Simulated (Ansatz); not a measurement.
Cost and result up the ladder for the cluster NbS₄ (5 atoms). Total charge 0; doublet. Geometry: PBE0-D4/def2-SVP.

```xyz
5

Nb   -0.8394    0.2992    0.2618
S     0.2678    0.0406   -1.8148
S     0.8820   -0.9560    1.2942
S    -0.8072    2.3378    0.9089
S     0.4968   -1.7216   -0.6501
```

Ansatz on 4 threads of Arm Neoverse V2 on a shared host. Times are rough, and most runs start from the orbitals of an earlier one. PBE0-D4/def2-TZVPD serves as the yardstick here, not as an exact answer. Differences are given only for rows in sets of like size (and for xTB, whose basis is part of the method), since another set adds its own error. Binding counts from free atoms at the same level (Nb sextet, S triplet; other spins of the atoms weren't run), without zero-point energy or a counterpoise term.

In the def2 sets Nb takes a core potential; there is no spin–orbit coupling. HSE06 is defined as in plane-wave codes, on full-range PBE exchange. Correlated methods freeze 20 core orbitals; core or outer-core shells of Nb are correlated, in sets that lack core-valence functions. The rows differ in basis, and correlated rows in double-zeta sets carry the largest basis error. The structure comes from a short search, and lower isomers may exist.

Run but left out: MP2/def2-TZVP (⟨S²⟩ 0.90, where a pure state has 0.75).

Correlated methods converge slowly with the basis, most of all in double-zeta sets.

```
                             level  functions  wall time  binding energy per atom (eV)  difference from PBE0-D4/def2-TZVPD (eV)                        remarks
                   PBE-D4/def2-SVP        103      2.3 s                          3.76                                        –                              –
                  PBE0-D4/def2-SVP        103      3.3 s                          3.44                                        –                              –
                  PBE-D4/def2-TZVP        188      4.5 s                          3.83                                     0.29                              –
                 PBE-D4/def2-TZVPD        224      6.5 s                          3.82                                     0.29                              –
                 RPA@PBE/def2-TZVP        188      7.5 s                          3.15                                    -0.38                              –
                 PBE0-D4/def2-TZVP        188        8 s                          3.54                                     0.00                              –
                HSE06-D4/def2-TZVP        188        8 s                          3.55                                     0.01                              –
                PBE0-D4/def2-TZVPD        224       13 s                          3.54                                     0.00                              –
               r2SCAN-D4/def2-TZVP        188       14 s                          3.60                                     0.07                              –
r2SCANh-D4/def2-TZVP (with forces)        188       17 s                          3.50                                    -0.03                              –
              r2SCAN-D4/def2-TZVPD        224       17 s                          3.60                                     0.06                              –
                  CCSD(T)/def2-SVP        103       25 s                          3.09                                        –  spin-contaminated (⟨S²⟩ 0.92)
```
